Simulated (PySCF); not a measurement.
A structure optimised at PBE-D3(BJ)/def2-SVP, used in a PySCF frequency run:

```xyz
11

C      0.2993    -3.7166     0.0000
C     -0.1125    -2.5662     0.0000
C     -0.6223    -1.1939     0.0000
O      0.4480    -0.2628     0.0000
Ge     0.0347     1.4991     0.0000
H      0.6694    -4.7322     0.0000
H     -1.2846    -1.0637    -0.8941
H     -1.2846    -1.0637     0.8941
H      1.4089     2.1994     0.0000
H     -0.7953     1.8259    -1.2752
H     -0.7953     1.8259     1.2752
```

Task: Write its SMILES, formula and point group.

Result: C#CC[O][GeH3], C3H6GeO, Cs

Task: What are its rotational constants (standard atomic weights)?

Result: 23.977, 1.0838, 1.0581 GHz
